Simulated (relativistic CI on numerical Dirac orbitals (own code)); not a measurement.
What each ingredient does to the levels of Te44+

Base calculation: Dirac-Coulomb-Breit CI, KLI orbitals optimised for each configuration, model QED (radiative potential, 1s self-energy scaled to tabulated hydrogen-like ionisation energies), unscaled Slater integrals.

Configurations in the expansion (outside the closed core 1s2): 2s²2p⁴, 2s2p⁵, 2p⁶, 2p⁵3s, 2p⁵3p, 2p⁵3d, 2s²2p³3s, 2s²2p³3p, 2s²2p³3d, 2s2p⁴3s, 2s2p⁴3p, 2s2p⁴3d, 2s²2p³4s, 2s²2p³4p, 2s²2p³4d, 2s²2p³4f, 2s2p⁴4s, 2s2p⁴4p, 2s2p⁴4d, 2s2p⁴4f, 2s²2p²3s², 2s²2p²3s3p, 2s²2p³5s, 2s²2p³5p, 2s²2p³5d, 2s²2p³5f, 2s²2p³5g, 2s²2p²3s3d, 2s²2p²3p², 2s²2p²3p3d, 2s2p³3s², 2s²2p²3d², 2s2p³3s3p, 2s2p³3s3d, 2s2p³3p², 2s2p⁴5s. Levels of other configurations are missing.

Variants: (1) P86 correlation estimate; (2) QED terms removed; (3) configuration mixing switched off. Shifts of the energy above 2s²2p⁴ ³P2, in eV, for the lowest level and the first level of each name with at least 55 % of one term (blank where a level changes its place among those of its configuration and J or its character, or is not in the variant):

```
        Level     Base   Δ(1)   Δ(2)   Δ(3)
   2s²2p⁴ ³P2     0.00   0.00   0.00   0.00
   2s²2p⁴ ¹S0    35.97   0.00  +0.03  +2.73
   2s²2p⁴ ³P1   281.87   0.00  -0.50  -0.03
   2s²2p⁴ ¹D2   298.33   0.00  -0.50  -0.04
   2s2p⁵ ³P°2   530.38  +0.27  +4.78  -0.14
   2s²2p⁴ ³P0   593.26   0.00  -0.94  +3.49
   2s2p⁵ ³P°0   819.89  +0.27  +4.28  -0.16
      2p⁶ ¹S0  1143.44  +0.45  +9.48  -5.78
 2s²2p³3p ³P0  4292.42  +1.59  +0.31  +1.23
2s²2p³3d ³P°0  4345.84  +1.21  +0.50  +0.98
2s²2p³3s ³D°3  4395.27  +1.42  -1.28  -0.90
2s²2p³3s ¹D°2  4398.98  +1.44  -1.52  +0.97
2s²2p³3s ³P°0  4422.93  +1.44  -1.48  +4.34
2s²2p³3s ³P°1  4425.94  +1.44  -1.47  +3.74
```

At this charge energies of transitions that change n are usually good to better than 1 %, and those within a shell (Δn = 0) to a few per cent.

Ionisation energy from the two ground configurations alone: base 7485.29 eV; P86 correlation estimate 7487.25 eV. The NIST ASD value (theoretical) is 7485 eV.

LS names give the leading component of a level, which can be under half, so a name can repeat, a term be missing and a line seem to break the LS rules.
